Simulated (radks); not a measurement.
Results of a calculation; reference values are marked as such.
The nuclear charge of neutral vanadium is varied continuously with 23 electrons held in [Ar] 3d3 4s2. Code: a radial shooting solver on a logarithmic mesh with Libxc functionals. Model: non-relativistic Kohn-Sham, SCAN, spin-unpolarised, spherical densities, point nucleus; meta-GGA in the generalised Kohn-Sham scheme. By the Hellmann-Feynman theorem dE/dZ = E(electron-nucleus)/Z, the electronic potential at the nucleus.

| Z | E (hartree) | E(electron-nucleus)/Z (hartree) | HOMO | e(HOMO) (eV) | <r> HOMO (bohr) |
|---|---|---|---|---|---|
| 22.75 | -919.70894 | -95.8823 | 3d | -2.569 | 1.556 |
| 23 | -943.85189 | -97.2598 | 4s | -4.848 | 3.384 |
| 23.25 | -968.33779 | -98.6313 | 4s | -6.682 | 3.203 |
| 23.5 | -993.16709 | -99.9983 | 4s | -8.685 | 3.046 |
| 23.75 | -1018.33663 | -101.362 | 4s | -10.848 | 2.908 |

The central difference of E at Z = 23 is -97.258 hartree, to compare with the third column; the second derivative is -5.49 hartree. No converged solution with all levels bound was reached at Z = 24.
